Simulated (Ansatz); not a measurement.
`CN1BCC1`. Total charge 0; spin multiplicity 1.

```xyz
13

C    -1.1710    1.0546   -0.9498
N    -0.3133    0.1071   -0.3122
B     0.0196   -1.2440   -0.3901
C     1.0584   -1.0976    0.8107
C     0.6003    0.3803    0.7918
H    -0.5972    1.8755   -1.3951
H    -1.7362    0.5605   -1.7413
H    -1.8812    1.4916   -0.2385
H    -0.3956   -2.0872   -1.1300
H     2.1151   -1.2432    0.5802
H     0.8308   -1.6265    1.7378
H     1.3807    1.1072    0.5363
H     0.0896    0.7219    1.7001
```

(1) What are the harmonic wavenumbers in cm⁻¹ at PBE0-D4/def2-TZVP (Ansatz, finite differences of forces, unscaled)? (Best estimate.)

(2) Is this a minimum?

(3) Give the ideal-gas thermochemistry at 298.15 K and 1 bar (rigid rotor, harmonic oscillator; point group Cs, symmetry number 1).

(4) And at 400, 500, 600, 800 and 1000 K?

(5) Rotational constants (cm⁻¹)?

Results:

(1) The calculation gave: 180, 194, 290, 318, 650, 659, 828, 845, 916, 968, 973, 1038, 1111, 1121, 1141, 1174, 1194, 1281, 1293, 1438, 1445, 1477, 1480, 1500, 1550, 2632, 3016, 3022, 3060, 3069, 3087, 3133, 3135.

(2) Yes, all 33 modes are real.

(3) Zero-point energy 294.4 kJ/mol; H(298) − E = 311.5 kJ/mol; entropy 304.9 J/(mol·K), of which translation 161.6, rotation 104.7, vibration 38.6; G(298) − E = 220.6 kJ/mol.

(4) 
| T (K) | H − E (kJ/mol) | S (J/mol/K) | G − E (kJ/mol) |
| --- | --- | --- | --- |
| 400 | 322.1 | 335.5 | 187.9 |
| 500 | 335.3 | 364.7 | 152.9 |
| 600 | 350.8 | 392.9 | 115.0 |
| 800 | 387.3 | 445.2 | 31.1 |
| 1000 | 429.4 | 492.1 | -62.7 |

(5) 0.4012, 0.1441, 0.1127.
